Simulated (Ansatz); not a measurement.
Ansatz (a first-principles code) input for C3H6BFO, SMILES FCB1CCO1, PBE/def2-SVPD. The structure is a stationary point at B3LYP-D3(BJ)/def2-SVP. This is a generated structure with no PubChem entry under its InChIKey; it may be hypothetical. The values are those of a single conformer.

Ansatz 0.2 input:
```yaml
crystal:
  periodic: [false, false, false]
  atoms:
    - {symbol: F, position_ang: [-0.50653388, 2.33520202, 0.00000000]}
    - {symbol: C, position_ang: [0.59810371, 1.49140598, -0.00000000]}
    - {symbol: B, position_ang: [0.17980896, -0.02276025, -0.00000000]}
    - {symbol: C, position_ang: [-1.13502528, -0.91104443, 0.00000000]}
    - {symbol: C, position_ang: [-0.06430275, -2.02465447, 0.00000000]}
    - {symbol: O, position_ang: [1.05116173, -1.07838758, -0.00000000]}
    - {symbol: H, position_ang: [1.22426283, 1.71889699, -0.88515137]}
    - {symbol: H, position_ang: [1.22426283, 1.71889699, 0.88515138]}
    - {symbol: H, position_ang: [-1.77190883, -0.86449162, -0.89543845]}
    - {symbol: H, position_ang: [-1.77190883, -0.86449161, 0.89543845]}
    - {symbol: H, position_ang: [-0.02344789, -2.65948478, -0.89909091]}
    - {symbol: H, position_ang: [-0.02344789, -2.65948477, 0.89909090]}
basis:
  gaussian:
    orbitals: def2-SVPD
hamiltonian:
  xc: {name: PBE}
```

Program output:

```
WARN ansatz: RAYON_NUM_THREADS=2 ignored (pool sized by the plan → 2); use --threads N
Functional definition: PBE
integrals: 0.10 GiB planned
1420 factors; their error is unknown
mean field: 0.74 GiB planned
mean field evaluation 1: about -8623.2288 eV, gradient 6.7e1 eV
mean field evaluation 2: about -8602.4444 eV, gradient 1.2e2 eV
mean field evaluation 4: about -8633.3966 eV, gradient 7.7e0 eV
mean field evaluation 8: about -8633.5155 eV, gradient 2.4e-1 eV
mean field evaluation 16: about -8633.4373 eV, gradient 1.3e-4 eV
mean field -8633.43727290 eV, -317.2729678251 hartree, gradient 2.3e-5 eV, S^2 0.000000; 0 other end points of the search recorded, 0 dependent functions left out
reference -8633.43732368 eV, -317.2729696913 hartree; 23, 23 occupied and 151, 151 virtual orbitals, 1420 factors
Total energy: -8633.43732368 eV, -317.2729696913 hartree
```

The calculation finished and met its thresholds.
